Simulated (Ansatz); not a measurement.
Cl₄Sn, SMILES [Cl][Sn-]([Cl])([Cl])[Cl] (connectivity only; charge and spin as stated), charge -1, multiplicity 2.

Coordinates come from a PBE0-D3(BJ)/def2-SVPD optimisation. The def2 effective core potentials stand for the cores of Sn; spin–orbit coupling is left out.

Two levels are set side by side: PBE/def2-TZVPD (Ansatz, a first-principles code) and PBE0/def2-TZVPD (Ansatz). Energy differences of separate SCF runs at the same geometry; the states with an electron removed or added have multiplicity 1. Differences are taken from unrounded values.

```tsv
quantity	PBE0	PBE	PBE minus PBE0
vertical ionisation energy (eV)	3.71	3.61	-0.10
```
